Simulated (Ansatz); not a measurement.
Relaxation of CH$_{5}$Cl$_{2}$NTi (10 atoms, charge 0, multiplicity 1), to a largest force component of 0.03 eV/Å in at most 50 steps.

These are results of RKS BLYP/def2-SVP in Ansatz 0.2.0, not measurements.

```xyz
10
Properties=species:S:1:pos:R:3
Ti -1.763 -0.046 0.903
C 1.588 0.306 -0.512
N -1.534 -1.072 -0.401
H 0.622 -0.204 -0.556
Cl -2.348 2.066 0.392
Cl -0.993 -0.801 2.878
H 1.436 1.399 -0.587
H 2.092 0.067 0.444
H 2.218 -0.035 -1.355
H -1.318 -1.679 -1.204
```

Q: Where does it end, and by what steps?

A: It converged. After 12 steps the energy has fallen by 0.424 eV; Ti1 moved furthest, 0.92 Å. Joined: Ti1–C2 (3.66 → 2.53 Å), Ti1–H4 (2.80 → 2.17 Å).

| step | energy less start (eV) | largest force component (eV/Å) | accepted |
| --- | --- | --- | --- |
| 0 | 0.0000 | 0.497 | yes |
| 1 | -0.0386 | 0.236 | yes |
| 2 | -0.0749 | 0.761 | yes |
| 3 | -0.1441 | 0.612 | yes |
| 4 | -0.2258 | 0.636 | yes |
| 5 | -0.3002 | 0.509 | yes |
| 6 | -0.3556 | 0.680 | yes |
| 7 | -0.4041 | 0.696 | yes |
| 8 | -0.4151 | 0.200 | yes |
| 9 | -0.4228 | 0.070 | yes |
| 10 | -0.4230 | 0.049 | yes |
| 11 | -0.4233 | 0.068 | yes |
| 12 | -0.4236 | 0.003 | yes |

```xyz
10
Properties=species:S:1:pos:R:3
Ti -0.929 -0.011 0.508
C 1.415 0.375 -0.355
N -1.612 -1.182 -0.477
H 0.726 -0.361 -0.849
Cl -1.906 2.009 0.249
Cl -0.586 -0.752 2.614
H 1.040 1.415 -0.432
H 1.634 0.106 0.698
H 2.350 0.291 -0.939
H -2.131 -1.890 -1.016
```

Run time: 42 s on 4 threads of Arm Neoverse N1, on a shared host, peak memory 0.2 GiB.
